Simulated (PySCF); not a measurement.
All values below come from PBE-D3(BJ)/def2-TZVP // r2SCAN-D4/def2-TZVP (PySCF). Isolated molecules, 0 K electronic values unless said otherwise. One relaxed conformer stands for a flexible species; it need not be the lowest. Excitations are Tamm–Dancoff values on a coarser integration grid. The basis has no diffuse functions, so Rydberg states are missing or too high.

Reference species (SMILES): `[SiH3][Si@@H]1O[SiH2]1` (neutral, multiplicity 1).

```yaml
S1–T1 gap (TDA): 1.13 eV
HOMO–LUMO gap: 3.82 eV
brightest of the four lowest singlets (TDA): 4.90 eV
```

Changed species: `[SiH](=[SiH]/[SiH3])/O` (H–O–Si–Si torsion 156°).

Q: What does the change do to the S1–T1 gap (TDA), HOMO–LUMO gap and brightest of the four lowest singlets (TDA)?

A: the S1–T1 gap (TDA) rises by 0.92 eV, to 2.05 eV; the HOMO–LUMO gap falls by 1.38 eV, to 2.44 eV; the brightest of the four lowest singlets (TDA) drops by 0.86 eV, to 4.04 eV.
